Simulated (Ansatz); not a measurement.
The cluster H₂W₂⁺, relaxed as a doublet with UKS PBE-D4/def2-TZVP in Ansatz, starting from the GFN1-xTB geometry. Force threshold 0.02 eV/Å.

In the def2 sets W takes a core potential; there is no spin–orbit coupling. The charge 1 doublet is spin-contaminated (final ⟨S²⟩ up to 0.93, 0.75 for a pure state). The structure comes from a short search, and lower isomers may exist.

Start:

```tsv
atom	x (Å)	y (Å)	z (Å)
W1	-1.087	-0.549	0.326
W2	1.185	0.430	-0.021
H3	1.367	-0.926	-0.987
H4	-1.465	1.044	0.682
```

```tsv
step	energy (eV)	largest force component (eV/Å)	SCF passes
1	-3674.0002	4.204	95
2	-3675.1384	1.119	84
3	-3675.2041	0.436	68
4	-3675.2151	0.134	63
5	-3675.2216	0.089	55
6	-3675.2223	0.007	51
```

Force components are those of the run's own axes.

End:

Cartesian coordinates in Å:
```
W -0.976 -0.417 0.152
W 0.973 0.417 -0.153
H 1.484 -1.033 -0.873
H -1.481 1.033 0.875
```

By distances, no bond broke or formed. The bond that changes most is W1–W2, from 2.50 to 2.14 Å (atoms count from 1).

No frequencies were taken in this run, so the end may be a saddle point.

Hardware: 4 threads of Intel Xeon Platinum 8488C on a shared host. Wall time 9 s.
